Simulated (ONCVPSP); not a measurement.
**Potentials for boron compared**

Generated with ld1.x 7.5 (TM, RRKJ, ultrasoft, PAW), atompaw 4.2 or ONCVPSP 4.0.1. The cutoff is in Ry: for ld1.x and atompaw files where the sum of valence levels is converged to 10 mRy in a Bessel basis, for ONCV files where the hardest occupied wave has 1 mHa per electron of residual kinetic energy. The error is the largest all-electron minus pseudo excitation energy over each file’s own four to seven test configurations (ionisations up to +4, promotions, holes and added fractions of an electron), all of which were solved. The labels leave out finer settings (local radius, basis sizes, second energies), which also bear on the numbers. Spin-polarised tests are not counted. The rows are a selection from randomly drawn settings: files with unsolved tests, undetermined cutoffs or missed reference levels are left out.

A true bound ghost makes a file unfit for plane-wave use even where its test errors are small: the radial tests pick states by their node count and pass the ghost by.

```tsv
potential	cutoff (Ry)	largest error (meV)	bound ghosts
ONCV, PBEsol, scalar-relativistic, rc 1.15/3.75/3.35 (spd), local smoothed, core correction yes, reference 2s1 2p2, qcut 5.1/3.4/2.6, projectors 1/2/2	27	+1167	none
ONCV, PBE, scalar-relativistic, rc 1.05/2.75/2.10 (spd), local s, core correction yes, reference 2s2 2p1, qcut 7.6/5.6/3.9, projectors 0/2/2	23	+201	none
ONCV, PBE, scalar-relativistic, rc 1.60/3.55 (sp), local smoothed, core correction yes, reference 2s2 2p1, qcut 4.4/3.6, projectors 2/2	18	+604	none
ONCV, PW91, scalar-relativistic, rc 1.50/3.45 (sp), local s, core correction yes, reference 2s2 2p1, qcut 3.9/3.8, projectors 0/2	38	+389	none
ONCV, PBEsol, scalar-relativistic, rc 1.30/3.15/3.40 (spd), local smoothed, core correction yes, reference 2s2 2p1, qcut 6.5/4.9/2.8, projectors 1/2/2	26	+233	none
```

**Question.** Fill in the row for B: ONCV, Wu-Cohen, scalar-relativistic, rc 1.35/2.60 (sp), local s, core correction yes, reference 2s1.5 2p1.5, qcut 4/6.4, projectors 0/1.

**Answer.** cutoff 33 Ry, largest error +164 meV, bound ghosts: none.

**Question.** Fill in the row for B: ONCV, PBEsol, scalar-relativistic, rc 1.15/3.40 (sp), local smoothed, core correction yes, reference 2s1.75 2p1.25, qcut 7.1/5, projectors 3/3.

**Answer.** cutoff 24 Ry, largest error +367 meV, bound ghosts: s.
